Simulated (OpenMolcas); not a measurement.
Levels of neutral boron by method

```
Program             : OpenMolcas
Basis               : ANO-RCC-VTZP [4s3p2d1f]
Scalar Hamiltonian  : DKH2, point nucleus
Active space        : 3 electrons in 9 orbitals (RAS2 2s 2p; RAS3 3d, at most 2 electrons)
State averaging     : 2S+1 = 4 odd, 1 root (0 in the spin-orbit step); 2S+1 = 2 odd, 3 roots; 2S+1 = 4 even, 3 roots; 2S+1 = 2 even, 5 roots
Spin-orbit coupling : state interaction with AMFI integrals over the reference wave functions, term energies averaged over their components
```

Methods on the same reference wave functions:
A. RASSCF
B. SS-RASPT2, IPEA 0.25 Eh, imaginary shift 0.1 Eh (closed shells correlated: 1s)
C. XMS-RASPT2, IPEA 0.25 Eh, imaginary shift 0.1 Eh (closed shells correlated: 1s)

Energies in cm-1 above 2s2 2p 2P* 1/2, the measured ground level; measured values from NIST Handbook of Basic Atomic Spectroscopic Data.

```
         Level      A      B      C  Measured
2s2 2p 2P* 1/2    0.0    0.0    0.0       0.0
2s2 2p 2P* 3/2   14.5   14.5   14.5      15.3
 2s 2p2 4P 1/2  27373  28130  28080     28870
 2s 2p2 4P 3/2  27378  28140  28090     28875
 2s 2p2 4P 5/2  27387  28150  28090     28881
 2s 2p2 2D 3/2  50929  49080  48910     47857
 2s 2p2 2D 5/2  50929  49080  48910     47857
```

Deviations, from unrounded energies. A percentage is the sum of absolute deviations over the sum of measured energies, with the sign that they share, or ± where signs differ.

```json
{"Against measurement": "mean absolute deviation (cm-1)", "Levels": "6", "A": "1800", "B": "780", "C": "750"}
{"Against measurement": "fine structure of the ground term (%)", "Levels": "1", "A": "-5.3", "B": "-5.3", "C": "-5.3"}
{"Against measurement": "other configurations (%)", "Levels": "5", "A": "±5.8", "B": "±2.6", "C": "±2.5"}
```

B, C lie about equally close to measurement and A furthest from it. The largest miss of C in the table is 2s 2p2 2D 5/2, by +1100 cm-1. The ranking rests on the paired levels alone, and a cruder setting can come out closer through cancelling errors.

Between B and C the level of the table that moves most is 2s 2p2 2D 3/2, by 170 cm-1 (lowest in C, highest in B). Moves below CASPT2's spread within the term are not significant.

The lowest spin-free term lies below A's lowest term by 0.035 hartree in B, 0.036 hartree in C.

CASPT2 breaks the degeneracy within a term, and the mean is taken; among the terms shown or strongly mixed into the levels shown the widest spread is 21 cm-1 (2s 2p2 2D, C). Active for correlation alone: 3d; no level in the range computed is led by a configuration that fills it, so any true level of that kind is missing. Without dynamic correlation excited terms often stand tens of per cent too high (terms of higher spin than the ground term too low), and those without a measured partner can miss by more than the paired ones (holds for A). Computed and measured levels are paired by configuration, term and J; levels that our copy of the source lacks, or whose pairing is in doubt (as where it misses far off the trend of its configuration), stay unpaired and out of the deviations. Only configurations of the active space appear.

* marks odd parity.
